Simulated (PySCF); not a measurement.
# Structure revision by computed shifts

A compound C8H10Si gives the data below (simulated from a calculation) and was assigned the structure `C#C[C@H](C)C1=C[SiH2]C=C1`.

13C{1H} NMR (computed): δ 162.8 (C), 157.1 (C), 149.0 (CH), 122.9 (CH2), 96.8 (CH), 82.4 (C), 57.9 (CH), 40.8 (CH2).

1H NMR (400 MHz, computed): δ 5.96 (m, 1H), 5.47 (m, 1H), 5.36 (m, 1H), 4.16 (s, 3H), 3.51 (m, 1H), 3.21 (s, 1H), 2.87 (m, 1H), 2.24 (m, 1H).

Level of theory: shielding tensors at PBE0/pcSseg-1 (GIAO), coordinates at the GFN2-xTB level, in PySCF (one conformer, no relativistic terms, fast rotation and ring inversion assumed for equivalent nuclei, isolated molecule).

Chemical shifts δ = σref − σ; TMS for 1H (σref 31.72), 13C (σref 186.93), all at this level.

Q: Compare with the shifts computed for the proposed structure, pairing carbons in order of shift.

A: Atoms are numbered as in `[CH:1]#[C:2][C@H:3]([CH3:4])[C:5]1=[CH:6][SiH2:7][CH:8]=[CH:9]1` (H(Xn): hydrogen on atom n).

```json
{"atom": "C5", "computed for proposal": "170.9", "given list": "162.8", "difference": "+8.1"}
{"atom": "C9", "computed for proposal": "157.2", "given list": "157.1", "difference": "+0.1"}
{"atom": "C8", "computed for proposal": "137.4", "given list": "149.0", "difference": "-11.6"}
{"atom": "C6", "computed for proposal": "126.8", "given list": "122.9", "difference": "+3.9"}
{"atom": "C2", "computed for proposal": "91.3", "given list": "96.8", "difference": "-5.5"}
{"atom": "C1", "computed for proposal": "78.6", "given list": "82.4", "difference": "-3.8"}
{"atom": "C3", "computed for proposal": "34.5", "given list": "57.9", "difference": "-23.4"}
{"atom": "C4", "computed for proposal": "25.0", "given list": "40.8", "difference": "-15.8"}
```

The rms difference is 11.5 ppm and the largest -23.4 ppm at C3 (allylic sp3 CH). The carbon types in order of shift don't match either: C, CH, CH, CH, C, CH, CH, CH3 for the proposal against C, C, CH, CH2, CH, C, CH, CH2 in the data. The proposal doesn't fit.

Q: Which isomer fits?

A: SMILES C#CC1=C([SiH3])C[C@H]1C=C.

Carbon types of the structure: 3 × C, 3 × CH, 2 × CH2, leaving 3 H on heteroatoms. δC 162.8, 157.1: fully substituted alkene carbon; the olefinic region. δC 149.0: alkene CH; as expected for a trigonal carbon in a double bond. δC 96.8: terminal alkyne carbon; sp carbons lie upfield of alkene carbons because the cylindrical π system leaves one tensor component strongly shielded. δC 82.4: alkyne carbon; the triple bond shields along its axis, which puts it between sp3 and sp2 carbons.

Other isomers checked: C#C[Si@@H]1CC(=C)[C@H]1C=C (rms 13.5 ppm).

The data come from this structure; uniqueness wasn't tested.

Shifts are as computed. Against solution values, carbons near 30 ppm lie about +3 ppm off and those near 130 ppm about +5 ppm. Of 1309 compounds with measured shifts, 239 miss one by over three times the rms of a fit or turn the order of signals round; such compounds aren't used in these exercises. No couplings were computed; multiplicities are counted from neighbouring protons, with m where these are inequivalent, close in shift, in a saturated or five-membered ring or joined by F or P, and br s for small geminal =CH2 splittings.
